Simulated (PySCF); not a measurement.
**Ta⁺ (tantalum, charge +1) across methods**

[Xe] 4f14 5d3 6s1, high-spin 5F determinant. Computed with PySCF 2.14 in x2c-TZVPPall with one added diffuse shell each of s, p, d, f type (12s8p8d4f1g, 113 functions), with scalar relativity by spin-free X2C-1e.

```json
{"method": "PBE", "E (hartree)": "-15604.94", "mean ε 4f β (eV)": "-31.930", "mean ε 5d α (eV)": "-11.557", "mean ε 6s α (eV)": "-12.313", "Σ⟨r²⟩ (bohr²)": "53.79", "⟨S²⟩": "6.001"}
{"method": "PBE0", "E (hartree)": "-15604.72", "mean ε 4f β (eV)": "-36.012", "mean ε 5d α (eV)": "-12.848", "mean ε 6s α (eV)": "-12.958", "Σ⟨r²⟩ (bohr²)": "53.53", "⟨S²⟩": "6.002"}
{"method": "r2SCAN", "E (hartree)": "-15605.06", "mean ε 4f β (eV)": "-32.192", "mean ε 5d α (eV)": "-11.960", "mean ε 6s α (eV)": "-12.538", "Σ⟨r²⟩ (bohr²)": "53.39", "⟨S²⟩": "6.003"}
{"method": "LDA", "E (hartree)": "-15594.84", "mean ε 4f β (eV)": "-32.308", "mean ε 5d α (eV)": "-11.612", "mean ε 6s α (eV)": "-12.571", "Σ⟨r²⟩ (bohr²)": "53.69", "⟨S²⟩": "6.001"}
```

(1) Estimate the same row for UHF.

Spin-orbit coupling, absent here, splits the open shell strongly.

## Answers

(1) E (hartree) = -15599.79331; mean ε 4f β (eV) = -47.493; mean ε 5d α (eV) = -16.165; mean ε 6s α (eV) = -14.485; Σ⟨r²⟩ (bohr²) = 53.74; ⟨S²⟩ = 6.007.
